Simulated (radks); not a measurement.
Values are calculated unless marked as measured or tabulated.
Q: La4+, configuration [Kr] 4d10 5s2 5p4.75 6s0.25 (fractional occupations, a model configuration). Code: a radial shooting solver on a logarithmic mesh with Libxc functionals. Model: Dirac Kohn-Sham, LDA (Slater exchange, Perdew-Wang correlation), spin-unpolarised, spherical densities, finite nucleus; open shells are shared between the two j in proportion to 2j + 1; Fermi nuclear charge, rms radius 4.855 fm. Some entries of the table are withheld. Estimate them.

orbital     occ.  eigenvalue (eV)  <1/r> (bohr^-1)
1s1/2          2        -38715.46            61.96
2s1/2          2              (1)            14.58
2p1/2          2              (2)              (3)
2p3/2          4              (4)              (5)
3s1/2          2        -1356.026            5.246
3p1/2          2        -1209.275            5.162
3p3/2          4        -1128.892            4.833
3d3/2          4        -870.7259            4.699
3d5/2          6        -853.5070            4.615
4s1/2          2        -304.8339            2.175
4p1/2          2        -250.7916            2.073
4p3/2          4        -233.5236            1.964
4d3/2          4        -144.6878            1.747
4d5/2          6        -141.6825            1.720
5s1/2          2         -75.8665           0.8853
5p1/2    1.58333         -60.2556           0.7988
5p3/2    3.16667         -57.3175           0.7638
6s1/2       0.25         -29.3439           0.4161

A: 
(1) 2s1/2 eigenvalue (eV): -6195.599
(2) 2p1/2 eigenvalue (eV): -5848.446
(3) 2p1/2 <1/r> (bohr^-1): 14.57
(4) 2p3/2 eigenvalue (eV): -5435.848
(5) 2p3/2 <1/r> (bohr^-1): 13.24
